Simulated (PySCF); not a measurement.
CsCl, SMILES [Cl][Cs]. Atoms are numbered in the order given.

```xyz
2

Cs     0.0000     0.0000    -0.7017
Cl     0.0000     0.0000     2.2701
```

Geometry optimised at B3LYP-D3(BJ)/def2-TZVPD. The def2 effective core potentials stand for the cores of Cs; spin–orbit coupling is left out.

The numbers are results of PySCF with TDA-M06-2X/def2-TZVPD, not measurements.

Vertical excitations; the highest root listed may be one member of a degenerate set. Isolated molecule, no solvent.

Computed lowest excited states:
```csv
state,energy (eV),λ (nm),f,main pairs
S1,4.36,284,0.009,HOMO→LUMO (degenerate set)
S2,4.36,284,0.009,HOMO−1→LUMO (degenerate set)
S3,4.45,279,0.039,HOMO−2→LUMO 88 %
S4,5.53,224,0.000,"HOMO−1→LUMO+2 47 %, HOMO→LUMO+1 47 %"
S5,5.53,224,0.000,"HOMO→LUMO+1 47 %, HOMO−1→LUMO+2 47 %"
S6,5.54,224,0.000,"HOMO→LUMO+2 47 %, HOMO−1→LUMO+1 47 %"
S7,5.55,223,0.003,"HOMO−1→LUMO+1 48 %, HOMO→LUMO+2 48 %"
S8,5.59,222,0.004,HOMO−2→LUMO+2 (degenerate set)
S9,5.59,222,0.004,HOMO−2→LUMO+1 (degenerate set)
S10,5.63,220,0.025,HOMO→LUMO+3 83 %
T1,4.36,284,0,HOMO−1→LUMO (degenerate set)
T2,4.36,284,0,HOMO→LUMO (degenerate set)
T3,4.37,284,0,HOMO−2→LUMO 90 %
T4,5.53,224,0,"HOMO−1→LUMO+2 47 %, HOMO→LUMO+1 47 %"
```
Triplets are in the Tamm–Dancoff approximation.
